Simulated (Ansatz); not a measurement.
Two isomers of C2H5NSi: A = `C#C[SiH2]N`, B = `C1=NC[SiH2]1`.

Calculated with Ansatz (gas phase, PBE0-D4/def2-TZVP geometries, no zero-point term in ΔE). CCSD(T)/CBS adds triple-zeta CCSD(T) − MP2 to the extrapolated MP2 energy (def2 sets, frozen cores). Functionals use def2-TZVPP. B3LYP here is the variant with VWN-RPA as its local correlation; programs differ in this. One conformer a species, not always the lowest.

Problem. Which isomer does CCSD(T)/CBS put lower? Give the gap. (Estimate.)

Solution. Computed: A, by 96.0 kJ/mol.

Problem. Give E(B) − E(A) in kJ/mol with CCSD/def2-TZVPP, LDA (SPW92), BLYP-D4, B2PLYP, B3LYP-D4, PBE0-D4, r2SCAN-D4. (An estimate is asked.)

Solution. The calculation gave: CCSD/def2-TZVPP 95.5, LDA (SPW92) 47.7, BLYP-D4 89.3, B2PLYP 99.8, B3LYP-D4 91.5, PBE0-D4 65.2, r2SCAN-D4 81.4. None reverses the order clearly.

Problem. Does the order hold for the free energy at 298.15 K (harmonic terms from PBE0-D4)? (Estimate.)

Solution. Computed: Yes: G(B) − G(A) = +105.3 kJ/mol, for one conformer each.

Largest T1 diagnostic: 0.013.

In def2-TZVPP, CCSD(T) changes the Hartree–Fock value by −26.6 kJ/mol (the triples alone add −4.3 kJ/mol) and MP2 by −14.3 kJ/mol. From BLYP to BHLYP (50 % exact exchange), in def2-TZVPP and without D4, E(B) − E(A) moves by +5.5 kJ/mol.
